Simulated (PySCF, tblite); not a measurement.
Isomers of C6H7N2S (doublet state), one GFN2-xTB conformer each. Single-point energies are computed at B3LYP/pcH-1 (PySCF, gas phase, no added dispersion term), electronic only. GFN2-xTB treats the open shell by occupation alone, and not every SCF solution was tested for stability.

```json
{"SMILES": "[CH2]C(=C)Cc1cnsn1", "GFN2-xTB relative energy (kcal/mol)": "0.0"}
{"SMILES": "[H]/[C]=C(/C)Cc1cnsn1", "GFN2-xTB relative energy (kcal/mol)": "21.8"}
{"SMILES": "C[C@@H]1[CH][C@@H]1c1cnsn1", "GFN2-xTB relative energy (kcal/mol)": "18.1"}
{"SMILES": "C[C]1C[C@@H]1c1cnsn1", "GFN2-xTB relative energy (kcal/mol)": "12.3"}
```

Conformers: `[CH2:1][C:2](=[CH2:3])[CH2:4][c:5]1[cH:6][n:7][s:8][n:9]1` (doublet state) with H–C1–C2–C3 180° and 1°, C1–C2–C4–C5 -112°, C2–C4–C5–C6 73°; `[H]/[C:1]=[C:2](/[CH3:3])[CH2:4][c:5]1[cH:6][n:7][s:8][n:9]1` (doublet state) with C1–C2–C4–C5 103°, C2–C4–C5–C6 -92°; `[CH3:1][C@@H:2]1[CH:3][C@@H:4]1[c:5]1[cH:6][n:7][s:8][n:9]1` (doublet state) with C3–C4–C5–C6 -3°; `[CH3:1][C:2]1[CH2:3][C@@H:4]1[c:5]1[cH:6][n:7][s:8][n:9]1` (doublet state) with C3–C4–C5–C6 -44°.

**Question.** What does B3LYP/pcH-1 give for the same structures?

**Answer.** 
```
                    SMILES  B3LYP/pcH-1 E (Eh)  B3LYP/pcH-1 (kcal/mol)  GFN2-xTB (kcal/mol)  point group
        [CH2]C(=C)Cc1cnsn1          -740.48537                     0.0                  0.0           C1
      C[C]1C[C@@H]1c1cnsn1          -740.44912                    22.7                 12.3           C1
     [H]/[C]=C(/C)Cc1cnsn1          -740.44583                    24.8                 21.8           C1
C[C@@H]1[CH][C@@H]1c1cnsn1          -740.43987                    28.6                 18.1           C1
```

Both levels put the same isomer lowest; measured from each level's own lowest isomer, the values differ by up to 10.5 kcal/mol (C[C@@H]1[CH][C@@H]1c1cnsn1: 18.1 against 28.6). As drawn, the highest has a three-membered ring, which the lowest lacks. Neighbours under 5.0 kcal/mol apart (C[C]1C[C@@H]1c1cnsn1 and [H]/[C]=C(/C)Cc1cnsn1; [H]/[C]=C(/C)Cc1cnsn1 and C[C@@H]1[CH][C@@H]1c1cnsn1) can change places with a better method, another conformer or zero-point energy.

**Question.** What happens when harmonic zero-point energies from GFN2-xTB frequencies are added?

**Answer.** 
| SMILES | ZPE (kcal/mol) | electronic (kcal/mol) | with ZPE (kcal/mol) |
| --- | --- | --- | --- |
| [CH2]C(=C)Cc1cnsn1 | 72.9 | 0.0 | 0.0 |
| C[C]1C[C@@H]1c1cnsn1 | 73.4 | 22.7 | 23.3 |
| [H]/[C]=C(/C)Cc1cnsn1 | 72.9 | 24.8 | 24.8 |
| C[C@@H]1[CH][C@@H]1c1cnsn1 | 73.5 | 28.6 | 29.1 |

The zero-point energies span 0.6 kcal/mol. The order is unchanged.
